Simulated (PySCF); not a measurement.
CH4O4, SMILES OC(O)(O)O.

The structure is a stationary point at B3LYP-D3(BJ)/def2-SVP. One conformer was computed; it need not be the lowest.

Two levels are set side by side: TDA-PBE/def2-SVPD (PySCF) and TDA-CAM-B3LYP/def2-SVPD (PySCF). Vertical, same geometry. The lowest singlet is HOMO→LUMO 100 % with PBE and HOMO→LUMO 84 % with the other functional; states are paired by order. Differences are taken from unrounded values.

| quantity | TDA-CAM-B3LYP |
|---|---|
| lowest singlet excitation (eV) | 7.99 |
| lowest triplet excitation (TDA) (eV) | 7.72 |
| first bright state (f over 0.05) (eV) | 8.71 |
| its oscillator strength | 0.08 |

Problem. What does TDA-PBE give, and how far is it from TDA-CAM-B3LYP? (An estimate is asked for; the answer gives what the named calculation found.)

Solution. 
```csv
quantity,TDA-PBE,TDA-PBE minus TDA-CAM-B3LYP
lowest singlet excitation (eV),6.64,-1.35
lowest triplet excitation (TDA) (eV),6.51,-1.21
first bright state (f over 0.05) (eV),7.80,-0.90
its oscillator strength,0.07,-0.01
```

Functionals without exact exchange tend to place singlet excitations lower, as here. Differences between two approximate levels are no errors against the true value.

Rough cost on one machine, each run with all the roots and properties that it gave: TDA-CAM-B3LYP against TDA-PBE about 4 times.
